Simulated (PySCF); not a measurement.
**Working out the ionisation energy of Bi²⁺**

Bi²⁺ [Xe] 4f14 5d10 6s2 6p1 (2P) → Bi³⁺ [Xe] 4f14 5d10 6s2 (1S). All numbers are calculated (PySCF 2.14, scalar relativity through the core potential, in aug-cc-pVDZ-PP with ECP60MDF). Frozen: 5s2 5p6 5d10. Energies in hartree (1 hartree = 27.21139 eV):

```json
{"part": "UHF", "Bi²⁺ (lower)": "-212.726459", "Bi³⁺ (upper)": "-211.881073"}
{"part": "CCSD correlation", "Bi²⁺ (lower)": "-0.031571", "Bi³⁺ (upper)": "-0.025050"}
{"part": "(T)", "Bi²⁺ (lower)": "-0.000187", "Bi³⁺ (upper)": "0.000000"}
```

Problem. What does Hartree-Fock give?

Solution. (-211.881073) − (-212.726459) = 0.845386 hartree = 23.004 eV.

Problem. What do CCSD and CCSD(T) give?

Solution. The CCSD correlation energies differ by 0.006521 hartree = 0.177 eV and the triples by 0.000187 hartree = 0.005 eV, so CCSD gives 23.181 eV and CCSD(T) 23.186 eV.

Reference: 25.571 eV (measured; NIST Atomic Spectra Database, ionization energies), between the lowest levels; spin-orbit coupling is absent from the calculation.

A double-zeta basis recovers only part of the correlation energy.

What remains against the reference includes basis incompleteness, the frozen core and higher excitations.
